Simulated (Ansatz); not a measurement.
Geometry optimisation, UKS PBE0/cc-pVDZ (Ansatz).

The input (input.yaml):

```yaml
crystal:
  periodic: [false, false, false]
  atoms:
    - { symbol: Al, position_ang: [0.0, 0.0, 0.0] }
    - { symbol: H, position_ang: [0.0, 0.0, 1.81] }
    - { symbol: C, position_ang: [1.706, 0.0, -0.985] }
    - { symbol: H, position_ang: [2.0356, -1.0462, -1.1552] }
    - { symbol: H, position_ang: [1.5695, 0.508, -1.9624] }
    - { symbol: C, position_ang: [2.7598, 0.7369, -0.1745] }
    - { symbol: H, position_ang: [3.6837, 0.1238, -0.1234] }
    - { symbol: H, position_ang: [2.9879, 1.7088, -0.6598] }
    - { symbol: H, position_ang: [2.3786, 0.9171, 0.8522] }
    - { symbol: C, position_ang: [-1.706, 0.0, -0.985] }
    - { symbol: H, position_ang: [-2.2662, -0.9305, -0.7558] }
    - { symbol: H, position_ang: [-2.3102, 0.8797, -0.6796] }
    - { symbol: H, position_ang: [-1.5043, 0.0508, -2.0753] }
    - { symbol: H, position_ang: [0.0, 0.0, 2.77] }
magnetization:
  spin_polarized: true
  initial_magnetization: 1
basis:
  gaussian: { orbitals: cc-pVDZ }
hamiltonian:
  xc: pbe0
relax:
  f_tol: 0.15
  max_steps: 25
  restrain:
    - { distance: [1, 13], at: 0.66, k: 30.0 }
    - { distance: [0, 1], at: 2.76, k: 30.0 }
```

Run as:

```bash
$ ansatz run input.yaml --threads 4 --pin off --max-ram 5120MiB --backend cpu --events-out ev --progress --plain --runs-dir out
```

Task: Where does it end, and by what steps?

Result: It converged. The restraints hold the end off the free minimum; the threshold counts their pulls, which the force column leaves out. Restrained pairs: H2–H14 (0.96 → 0.72 Å), Al1–H2 (1.81 → 2.76 Å). After 20 steps the energy has fallen by 0.866 eV (the restraints' own energy left out); Al1 moved furthest, 1.07 Å.

```csv
step,energy less start (eV),largest force component (eV/Å),accepted
0,0.0000,1.385,yes
1,-0.1626,1.834,yes
2,0.1600,5.236,yes
3,-0.3049,2.180,yes
4,-0.6340,1.931,yes
5,-0.6895,1.891,yes
6,-0.7331,1.815,yes
7,-0.7762,1.726,yes
8,-0.8306,0.822,yes
9,-0.8341,1.355,yes
10,-0.8419,1.350,yes
11,-0.8892,0.084,no
12,-0.8622,0.997,yes
13,-0.8547,1.364,yes
14,-0.8581,1.548,yes
15,-0.8993,0.329,no
16,-0.8757,1.272,no
17,-0.8626,1.541,yes
18,-0.8635,1.662,yes
19,-0.8872,1.146,no
20,-0.8664,1.678,yes
```

```xyz
14
Properties=species:S:1:pos:R:3
Al -0.147 0.974 -0.416
H 0.031 0.222 2.234
C 1.624 0.146 -0.837
H 1.517 -0.939 -0.644
H 1.714 0.228 -1.939
C 2.872 0.702 -0.157
H 3.794 0.198 -0.493
H 2.999 1.778 -0.357
H 2.823 0.588 0.938
C -1.766 0.038 -1.096
H -1.869 -0.948 -0.608
H -2.704 0.593 -0.943
H -1.651 -0.150 -2.179
H 0.096 -0.484 2.372
```

Time of the run: 46 s on 4 threads of Arm Neoverse V2 (shared host), peak memory 0.32 GiB.
